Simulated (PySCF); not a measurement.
C3H9ClGe, charge +1, doublet, geometry from GFN2-xTB (a state made from the parent by changing its charge; the spin is typed, not shown lowest), with bond 7-1 at 1.3 times its length; R2SCAN/STO-3G (PySCF).

PySCF was given this input:
```python
from pyscf import gto, scf, dft

mol = gto.M(
    atom='''
C    -0.79832836    1.63350543   -1.14258380
Ge   -0.07027058    0.02770126   -0.23231321
C     1.63686824   -0.80349619   -1.04529117
C    -1.24063450   -1.67354742   -0.27864399
Cl    0.35549585    0.40607379    1.79514818
H    -1.01299556    1.42270273   -2.18754246
H    -1.98936042    2.04872650   -0.49864314
H    -0.07725723    2.44795046   -1.08345391
H     1.96700529   -1.62399928   -0.41633254
H     1.40104496   -1.13936210   -2.04979491
H     2.36268877    0.00504959   -1.05426793
H    -1.35645007   -1.97312739   -1.31512114
H    -2.18838683   -1.37102865    0.15826585
H    -0.76334571   -2.44955723    0.31110930
''',
    basis='sto-3g',
    charge=1,
    spin=1,
    verbose=4,
)

mf = dft.UKS(mol)
mf.xc = 'r2scan'
mf.kernel()
mf.analyze()
```

Task: Write the output that PySCF gives for this input, abridged.

Result: 
```
PySCF version 2.14.0

[INPUT] verbose = 4
[INPUT] num. atoms = 14
[INPUT] num. electrons = 75
[INPUT] charge = 1
[INPUT] spin (= nelec alpha-beta = 2S) = 1
[INPUT] symmetry False subgroup None
[INPUT] Mole.unit = angstrom
[INPUT] Symbol           X                Y                Z      unit          X                Y                Z       unit  Magmom
[...]
nuclear repulsion = 478.713115188475
number of shells = 31
number of NR pGTOs = 153
number of NR cGTOs = 51
basis = sto-3g
ecp = {}

******** <class 'pyscf.dft.uks.UKS'> ********
method = UKS
initial guess = minao
damping factor = 0
level_shift factor = 0
DIIS = <class 'pyscf.scf.diis.CDIIS'>
diis_start_cycle = 1
diis_space = 8
diis_damp = 0
SCF conv_tol = 1e-09
SCF conv_tol_grad = None
SCF max_cycles = 50
direct_scf = True
direct_scf_tol = 1e-13
number electrons alpha = 38  beta = 37
XC library pyscf.dft.libxc version 7.1.2
    S. Lehtola, C. Steigemann, M. J. T. Oliveira, and M. A. L. Marques,  SoftwareX 7, 1–5 (2018)
XC functionals = r2scan
    J. W. Furness, A. D. Kaplan, J. Ning, J. P. Perdew, and J. Sun,  J. Phys. Chem. Lett. 11, 8208–8215 (2020)
    J. W. Furness, A. D. Kaplan, J. Ning, J. P. Perdew, and J. Sun,  J. Phys. Chem. Lett. 11, 9248–9248 (2020)
    J. W. Furness, A. D. Kaplan, J. Ning, J. P. Perdew, and J. Sun,  J. Phys. Chem. Lett. 11, 8208–8215 (2020)
    J. W. Furness, A. D. Kaplan, J. Ning, J. P. Perdew, and J. Sun,  J. Phys. Chem. Lett. 11, 9248–9248 (2020)
radial grids:
    Treutler-Ahlrichs [JCP 102, 346 (1995); DOI:10.1063/1.469408] (M4) radial grids

becke partition: Becke, JCP 88, 2547 (1988); DOI:10.1063/1.454033
pruning grids: <function nwchem_prune>
grids dens level: 3
symmetrized grids: False
atomic radii adjust function: <function treutler_atomic_radii_adjust>
small_rho_cutoff = 0
Set gradient conv threshold to 3.16228e-05
tot grids = 170152
init E= -2623.80176587125

cycle= 1 E= -2626.22563007264  delta_E= -2.42  |g|= 0.274  |ddm|= 2.97
cycle= 2 E= -2625.58329467912  delta_E= 0.642  |g|= 0.949  |ddm|= 1.72
cycle= 3 E= -2626.24242358497  delta_E= -0.659  |g|= 0.233  |ddm|= 1.57
cycle= 4 E= -2626.3013973959  delta_E= -0.059  |g|= 0.138  |ddm|= 0.977
cycle= 5 E= -2626.32112066708  delta_E= -0.0197  |g|= 0.0321  |ddm|= 0.384
cycle= 6 E= -2626.3221199173  delta_E= -0.000999  |g|= 0.013  |ddm|= 0.0997
cycle= 7 E= -2626.32225308714  delta_E= -0.000133  |g|= 0.00433  |ddm|= 0.0341
cycle= 8 E= -2626.32226596156  delta_E= -1.29e-05  |g|= 0.00252  |ddm|= 0.0223
cycle= 9 E= -2626.3222729912  delta_E= -7.03e-06  |g|= 0.000501  |ddm|= 0.00733
cycle= 10 E= -2626.32227315966  delta_E= -1.68e-07  |g|= 0.000373  |ddm|= 0.00149
cycle= 11 E= -2626.3222732774  delta_E= -1.18e-07  |g|= 7.78e-05  |ddm|= 0.000929
cycle= 12 E= -2626.322273284  delta_E= -6.59e-09  |g|= 2.05e-05  |ddm|= 0.000373
cycle= 13 E= -2626.32227328451  delta_E= -5.12e-10  |g|= 8.09e-06  |ddm|= 8.88e-05
Extra cycle  E= -2626.3222732841  delta_E= 4.11e-10  |g|= 2.19e-05  |ddm|= 6.47e-05
converged SCF energy = -2626.3222732841  <S^2> = 0.75297139  2S+1 = 2.0029692
**** SCF Summaries ****
Total Energy =                       -2626.322273284100447
Nuclear Repulsion Energy =             478.713115188474831
One-electron Energy =                -4599.958145587416766
Two-electron Energy =                 1494.922757114841716
Two-electron Coulomb Energy =         1621.928936332519697
DFT Exchange-Correlation Energy =     -127.006179217677925
**** MO energy ****
                             alpha | beta                alpha | beta
[...]
To work with the spin densities directly, `use mulliken_meta_spin()` only printing them here.

 ** Mulliken spin pop alpha/beta on meta-lowdin orthogonal AOs **
 ** Mulliken Spin Density (per AO)  **
spin_pop of  0 C 1s       -0.00000
spin_pop of  0 C 2s       -0.00294
spin_pop of  0 C 2px       0.01208
spin_pop of  0 C 2py      -0.00867
spin_pop of  0 C 2pz      -0.00327
spin_pop of  1 Ge 1s       -0.00000
spin_pop of  1 Ge 2s       -0.00000
spin_pop of  1 Ge 3s        0.00000
spin_pop of  1 Ge 4s       -0.01024
spin_pop of  1 Ge 2px       0.00000
spin_pop of  1 Ge 2py      -0.00000
spin_pop of  1 Ge 2pz      -0.00000
spin_pop of  1 Ge 3px       0.00013
spin_pop of  1 Ge 3py       0.00002
spin_pop of  1 Ge 3pz       0.00001
spin_pop of  1 Ge 4px       0.11413
spin_pop of  1 Ge 4py      -0.00804
spin_pop of  1 Ge 4pz      -0.00235
spin_pop of  1 Ge 3dxy      0.08416
spin_pop of  1 Ge 3dyz      0.00359
spin_pop of  1 Ge 3dz^2     0.00426
spin_pop of  1 Ge 3dxz      0.03200
spin_pop of  1 Ge 3dx2-y2    0.02450
spin_pop of  2 C 1s       -0.00001
spin_pop of  2 C 2s        0.01698
spin_pop of  2 C 2px       0.17006
spin_pop of  2 C 2py       0.01822
spin_pop of  2 C 2pz       0.03914
spin_pop of  3 C 1s       -0.00001
spin_pop of  3 C 2s        0.01391
spin_pop of  3 C 2px       0.09362
spin_pop of  3 C 2py       0.09719
spin_pop of  3 C 2pz       0.00506
spin_pop of  4 Cl 1s        0.00000
spin_pop of  4 Cl 2s       -0.00000
spin_pop of  4 Cl 3s        0.00120
spin_pop of  4 Cl 2px       0.00005
spin_pop of  4 Cl 2py       0.00000
spin_pop of  4 Cl 2pz       0.00000
spin_pop of  4 Cl 3px       0.23339
spin_pop of  4 Cl 3py       0.01294
spin_pop of  4 Cl 3pz       0.01992
spin_pop of  5 H 1s       -0.00035
spin_pop of  6 H 1s        0.03613
spin_pop of  7 H 1s        0.00727
spin_pop of  8 H 1s       -0.00660
spin_pop of  9 H 1s       -0.00585
spin_pop of  10 H 1s        0.00897
spin_pop of  11 H 1s       -0.00481
spin_pop of  12 H 1s        0.01069
spin_pop of  13 H 1s       -0.00651
 ** Mulliken Spin Density (per atom)  **
spin density of  0 C =     -0.00280
spin density of  1 Ge =      0.24219
spin density of  2 C =      0.24441
spin density of  3 C =      0.20977
spin density of  4 Cl =      0.26749
spin density of  5 H =     -0.00035
spin density of  6 H =      0.03613
spin density of  7 H =      0.00727
spin density of  8 H =     -0.00660
spin density of  9 H =     -0.00585
spin density of  10 H =      0.00897
spin density of  11 H =     -0.00481
spin density of  12 H =      0.01069
spin density of  13 H =     -0.00651
 ** Mulliken pop alpha/beta on meta-lowdin orthogonal AOs **
 ** Mulliken pop       alpha | beta **
In total            38.00000 | 37.00000
 ** Mulliken atomic charges   ( Nelec_alpha | Nelec_beta ) **
charge of  0C =     -0.19529  (     3.09624      3.09905 )
charge of  1Ge =      0.68394  (    15.77912     15.53694 )
charge of  2C =     -0.17214  (     3.20828      2.96387 )
charge of  3C =     -0.18061  (     3.19519      2.98542 )
charge of  4Cl =     -0.01129  (     8.63939      8.37190 )
charge of  5H =      0.08805  (     0.45580      0.45615 )
charge of  6H =      0.09683  (     0.46965      0.43352 )
charge of  7H =      0.09092  (     0.45817      0.45090 )
charge of  8H =      0.10041  (     0.44649      0.45310 )
charge of  9H =      0.09990  (     0.44713      0.45297 )
charge of  10H =      0.10313  (     0.45292      0.44395 )
charge of  11H =      0.09741  (     0.44889      0.45370 )
charge of  12H =      0.10131  (     0.45469      0.44400 )
charge of  13H =      0.09743  (     0.44803      0.45454 )

WARN: System has nonzero charge 1; the dipole moment is origin-dependent.
Location of origin: [0. 0. 0.]

Dipole moment(X, Y, Z, Debye): -0.52805, -0.87411, -2.89901
```
